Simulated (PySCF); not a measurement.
Job for PySCF: R-HF/STO-3G on C2H4 (SMILES C=C).

```python
from pyscf import gto, scf, dft, mp
from pyscf.data.elements import chemcore

mol = gto.M(
    atom='''
    C    -0.44378606    0.26334721    0.86129778
    C     0.71425943   -0.14896037    0.36590407
    H    -0.82173161   -0.10254413    1.80829003
    H    -1.05551818    0.98643933    0.33427706
    H     1.09652573    0.21700552   -0.57961663
    H     1.32753172   -0.87556928    0.88562476
    ''',
    basis='sto-3g',
    charge=0, spin=0, verbose=3, max_memory=1800)
mf = scf.RHF(mol)
mf.conv_tol = 1e-8
mf.max_cycle = 100
mf.kernel()
if not mf.converged:
    mf = mf.newton().run(mf.mo_coeff, mf.mo_occ)
```

The log:

```
converged SCF energy = -77.0733091658362
```

Self-consistency was reached.

Cost: very roughly 0.08 core-seconds.
